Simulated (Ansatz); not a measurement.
Born–Oppenheimer molecular dynamics of Cl₄Zr (5 atoms, charge 0, multiplicity 1). It starts from a relaxed structure.

Computed with RKS PBE-D4/def2-SVP in Ansatz.

```
ensemble                      : NVE (velocity Verlet)
time step                     : 2 fs
steps asked                   : 250
starting velocities drawn for : 400 K
seed                          : 282690
```

First frame:

```xyz
5
Properties=species:S:1:pos:R:3
Zr 0.001 0.000 0.001
Cl 0.000 0.000 2.335
Cl 2.202 0.000 -0.778
Cl -1.100 1.906 -0.778
Cl -1.100 -1.906 -0.778
```

How far do the bonds stretch over the last three quarters of this one trajectory? (Pairs bonded in most of those frames.)


```
   bond  mean (Å)  spread (Å)  shortest  longest
Zr1–Cl2     2.335       0.013      2.31     2.36
Zr1–Cl3     2.343       0.074      2.23     2.46
Zr1–Cl4     2.336       0.021      2.30     2.38
Zr1–Cl5     2.337       0.036      2.28     2.40
```

Mean temperature of the second half: 195 K. The conserved energy stayed within 0.15 meV per atom of its start (net change 0.11 meV per atom), so the integration is sound. Over the second half the temperature averaged 0.49 of the 400 K drawn at the start: a run that starts near a minimum puts about half its kinetic energy into the potential. A run of 0.5 ps of so small a system gives no equilibrium averages.

Run time: 9 min on 2 threads of Arm Neoverse V2, with other jobs on the host, peak memory 0.15 GiB.
